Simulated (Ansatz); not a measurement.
Species: [W(Cl)5(F)] (charge 0, multiplicity 1).

### Question
Give a relaxed geometry from r2SCAN-D4/def2-SVP run with Ansatz (a quantum-chemistry and plane-wave program).

### Answer
the end point of this relaxation.
Cartesian coordinates (Å) in one orientation:
```xyz
7

W      0.021     0.020     0.026
Cl     1.284     1.184     1.549
Cl    -1.044    -1.151     1.706
Cl    -1.644     1.618     0.086
Cl     1.016     1.125    -1.741
Cl     1.615    -1.644    -0.121
F     -1.008    -0.930    -1.216
```
